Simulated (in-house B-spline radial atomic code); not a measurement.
Configurations of Si4+, with energies counted from [He] 2s2 2p6. Level of theory: non-relativistic BHandHLYP, spin-polarised, spherical fractional occupations, exact exchange averaged over the configuration, point nucleus; calculated with a B-spline radial code for spherical atoms. Shells without spins written out take the highest spin.

Occupations are held fixed; configurations that lie above the ionisation limit could autoionise.

```csv
configuration,E - E(ref) (eV),highest orbital,its <r> (bohr)
[He] 2s2 2p5 3s1,103.7,3s up,1.657
[He] 2s1 2p6 3s1,150.56,3s up,1.659
[He] 2s1 2p6 3p1,160.41,3p up,1.772
```

(1) Order these further configurations by energy, lowest first.
A. [He] 2s2 2p5 3p1
B. [He] 2s1 2p6 3d1
C. [He] 2s2 2p5 3d1

Results:

(1) A (113.48 eV), C (126.46 eV), B (173.2 eV).
